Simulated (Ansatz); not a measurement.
Abridged output of a molecular run in Ansatz:

```
Functional definition: HF
1230 factors; integrals over basis functions are off by at most 9.0e-4 eV
mean field evaluation 1: about -37076.8529 eV, gradient 2.5e1 eV
mean field evaluation 2: about -37076.8587 eV, gradient 2.5e1 eV
mean field evaluation 4: about -37080.1314 eV, gradient 2.8e0 eV
mean field evaluation 8: about -37080.2351 eV, gradient 1.9e-1 eV
mean field -37080.23580762 eV, -1362.6735320435 hartree, gradient 3.6e-6 eV, S^2 0.758602; 2 other end points of the search recorded, 0 dependent functions left out
17 core orbitals not correlated: weight in the atoms' cores, before any rotation towards them, 1.000 or more for the frozen orbitals, at most 0.000 for the correlated occupied ones
reference -37080.23580762 eV, -1362.6735320435 hartree; 16, 15 occupied and 169, 170 virtual orbitals, 1230 factors
second order -24.50509549 eV of doubles, -0.00000000 eV of singles
cycle   1  -25.13793898 eV  change   -6.3e-1 eV  update   9.5e-2
cycle   2  -25.62221897 eV  change   -4.8e-1 eV  update   2.8e-2
cycle   3  -25.74255648 eV  change   -1.2e-1 eV  update   1.5e-2
cycle   4  -25.73578872 eV  change    6.8e-3 eV  update   4.9e-3
cycle   5  -25.73367704 eV  change    2.1e-3 eV  update   2.7e-3
cycle   6  -25.73531474 eV  change   -1.6e-3 eV  update   1.1e-3
cycle   7  -25.73535163 eV  change   -3.7e-5 eV  update   5.1e-4
cycle   8  -25.73540130 eV  change   -5.0e-5 eV  update   1.9e-4
cycle   9  -25.73546092 eV  change   -6.0e-5 eV  update   8.7e-5
cycle  10  -25.73539132 eV  change    7.0e-5 eV  update   3.7e-5
cycle  11  -25.73540148 eV  change   -1.0e-5 eV  update   1.8e-5
perturbative correction -0.98080754 eV, -0.0360440122 hartree
Total energy: -37106.95201664 eV, -1363.6553346162 hartree
Checks for a lower state left out: cluster_reference
```

Its atoms:

```xyz
6

N     0.150    0.955   -1.001
Si   -0.053   -0.290    0.172
F    -0.014    0.202    1.677
Cl   -1.855   -1.145   -0.142
Cl    1.453   -1.612   -0.079
H     0.321    1.891   -0.628
```

(1) Which basis set was used?
A. cc-pV(Q+d)Z
B. cc-pV(D+d)Z
C. def2-SVPD
D. def2-TZVPP

(2) Write the keys of the input that set method, charge and spin (a neutral closed shell needs none for the last two).

## Answers

(1) D. It gives 202 functions.

(2) 
```yaml
magnetization: {spin_polarized: true, initial_magnetization: 1}
correlation: {method: ccsd_t}
scf: {omitted_lower_state_checks: [cluster_reference]}
```
